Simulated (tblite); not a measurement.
Compound: C₆H₁₄ClFSi.
Atom-mapped SMILES: `[CH3:1][SiH2:2][C@@H:3]([Cl:4])[C@H:5]([CH3:6])[C@@H:7]([CH3:8])[F:9]` (hydrogens: H10, H11, H12 on C1; H13, H14 on Si2; H15 on C3; H16 on C5; H17, H18, H19 on C6; H20 on C7; H21, H22, H23 on C8)

Computed with GFN2-xTB (tblite), gas phase: L-BFGS steps from a force-field or distance-geometry start until the largest atomic force falls under 0.01 eV/Å.

Step 11: E = -843.6843 eV
```
atom  x, y, z in Å  |  force x, y, z in eV/Å
C1      3.7392   -0.4167    0.5085   -0.039   0.000  -0.004
Si2     2.2375    0.4881   -0.2106   -0.005  -0.023  -0.007
C3      0.6203   -0.3494    0.4039    0.004  -0.020  -0.068
Cl4     0.5415   -0.1634    2.1880    0.002   0.002  -0.017
C5     -0.6780    0.1256   -0.2460   -0.070  -0.020  -0.017
C6     -1.0862    1.5298    0.1856    0.009   0.005  -0.002
C7     -1.8100   -0.8796    0.0271   -0.045   0.005  -0.024
C8     -3.1246   -0.5463   -0.6621   -0.009  -0.014  -0.019
F9     -1.4046   -2.1249   -0.4439   -0.013   0.057   0.045
H10     3.7715   -0.3445    1.5916   -0.015   0.015   0.009
H11     4.6597    0.0106    0.1209   -0.032  -0.011   0.017
H12     3.7307   -1.4722    0.2516   -0.003  -0.004  -0.014
H13     2.2292    0.3748   -1.6760   -0.015   0.026   0.007
H14     2.2416    1.8927    0.2013   -0.009   0.027   0.012
H15     0.6869   -1.4260    0.2316    0.080  -0.031   0.076
H16    -0.4965    0.1255   -1.3283    0.006  -0.021   0.022
H17    -0.2378    2.2010    0.0987    0.015   0.034  -0.018
H18    -1.4232    1.5350    1.2191    0.021  -0.031   0.014
H19    -1.8900    1.9041   -0.4423    0.026   0.021  -0.004
H20    -1.9619   -1.0036    1.1082    0.048  -0.012  -0.039
H21    -3.8097   -1.3818   -0.5427   -0.013  -0.024   0.020
H22    -2.9597   -0.3920   -1.7252    0.021   0.026  -0.029
H23    -3.5808    0.3403   -0.2352    0.036  -0.007   0.040
```

Step 12: E = -843.6856 eV
```
atom  x, y, z in Å  |  force x, y, z in eV/Å
C1      3.7380   -0.4160    0.5084   -0.033  -0.009   0.006
Si2     2.2379    0.4888   -0.2110   -0.046  -0.036   0.002
C3      0.6196   -0.3500    0.4009    0.011  -0.020  -0.010
Cl4     0.5377   -0.1580    2.1878    0.013  -0.013  -0.064
C5     -0.6794    0.1246   -0.2488   -0.007  -0.030  -0.006
C6     -1.0841    1.5284    0.1850    0.011   0.002   0.000
C7     -1.8103   -0.8797    0.0262   -0.019   0.003  -0.009
C8     -3.1240   -0.5461   -0.6617   -0.023  -0.010  -0.022
F9     -1.4056   -2.1254   -0.4423   -0.007   0.037   0.029
H10     3.7680   -0.3436    1.5916   -0.012   0.010   0.007
H11     4.6599    0.0098    0.1228   -0.030  -0.008   0.014
H12     3.7277   -1.4714    0.2509    0.003  -0.007  -0.010
H13     2.2253    0.3781   -1.6749   -0.006   0.022  -0.022
H14     2.2392    1.8917    0.2016   -0.005   0.053   0.021
H15     0.6884   -1.4277    0.2333    0.068  -0.009   0.075
H16    -0.4964    0.1242   -1.3302   -0.002  -0.019   0.000
H17    -0.2350    2.1986    0.0984    0.017   0.035  -0.016
H18    -1.4193    1.5300    1.2187    0.015  -0.019   0.027
H19    -1.8880    1.9051   -0.4401    0.006   0.031  -0.019
H20    -1.9584   -1.0022    1.1073    0.030  -0.011  -0.021
H21    -3.8085   -1.3815   -0.5426   -0.026  -0.031   0.016
H22    -2.9584   -0.3904   -1.7244    0.015   0.027  -0.036
H23    -3.5790    0.3398   -0.2330    0.027   0.002   0.039
```

Question: Estimate the geometry and energy of step 13. (The exact step hangs on the optimiser's Hessian estimate; all steps are aligned on step 12, rigid shifts and turns removed.)

Answer: E = -843.6866 eV, largest force 0.089 eV/Å
```
atom  x, y, z in Å  |  force x, y, z in eV/Å
C1      3.7364   -0.4158    0.5084   -0.026  -0.015   0.012
Si2     2.2375    0.4890   -0.2112   -0.065  -0.019   0.006
C3      0.6190   -0.3510    0.3982    0.010  -0.017   0.040
Cl4     0.5350   -0.1542    2.1864    0.020  -0.020  -0.084
C5     -0.6808    0.1235   -0.2511    0.048  -0.024   0.001
C6     -1.0823    1.5275    0.1845    0.012   0.000   0.000
C7     -1.8111   -0.8796    0.0251    0.008   0.003   0.005
C8     -3.1240   -0.5461   -0.6620   -0.028  -0.004  -0.017
F9     -1.4066   -2.1252   -0.4406    0.002   0.001   0.004
H10     3.7650   -0.3426    1.5917   -0.011   0.003   0.005
H11     4.6593    0.0089    0.1245   -0.027  -0.003   0.009
H12     3.7254   -1.4709    0.2501    0.004  -0.009  -0.004
H13     2.2222    0.3812   -1.6744    0.000   0.018  -0.040
H14     2.2372    1.8917    0.2023   -0.002   0.051   0.022
H15     0.6912   -1.4295    0.2363    0.049   0.004   0.062
H16    -0.4964    0.1228   -1.3316   -0.009  -0.016  -0.022
H17    -0.2326    2.1975    0.0978    0.011   0.024  -0.012
H18    -1.4159    1.5257    1.2188    0.014  -0.005   0.025
H19    -1.8862    1.9066   -0.4387   -0.004   0.031  -0.023
H20    -1.9549   -1.0014    1.1063    0.007  -0.006   0.003
H21    -3.8080   -1.3820   -0.5422   -0.030  -0.026   0.006
H22    -2.9572   -0.3885   -1.7243    0.002   0.022  -0.028
H23    -3.5770    0.3393   -0.2304    0.014   0.005   0.029
```

The energy changes by -0.0010 eV. The first-order estimate −F·Δx gives -0.0015 eV and the mean of the old and new forces, exact on a quadratic surface, -0.0011 eV. The step makes an angle of 60° with the force vector and moves no atom by more than 0.005 Å.

What follows is the cost of the whole relaxation. On Arm Neoverse N1, one thread, shared host with 64 logical CPUs at a one-minute load of 59, this took 1.6 s wall.
